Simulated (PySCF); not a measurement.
**Ge: ionisation energy**

Ge [Ar] 3d10 4s2 4p2 (3P) → Ge⁺ [Ar] 3d10 4s2 4p1 (2P), as a difference of total energies. All numbers are calculated (PySCF 2.14, the spin-free X2C one-electron Hamiltonian (Gaussian nucleus), in Sapporo-DKH3-DZP-2012 (6s5p3d1f, 43 functions)). Correlated levels: valence: [Ar] 3d10 frozen. The calculations carry no spin-orbit coupling.

| method | ionisation energy (eV) |
| --- | --- |
| UHF | 7.410 |
| PBE0 | 7.932 |
| TPSS | 7.915 |
| MP2 (valence) | 7.689 |
| SCS-MP2 (valence) | 7.624 |
| CCSD (valence) | 7.724 |
| CCSD(T) (valence) | 7.734 |

Question: How much does correlation contribute at CCSD(T) (valence)?

Answer: 7.734 − (7.410) = 0.324 eV, measured against UHF.

Errors of the correlated levels include the incompleteness of this basis and the frozen core.

For comparison: 7.925 eV (measured; NIST levels, between the centres of gravity of the two terms).
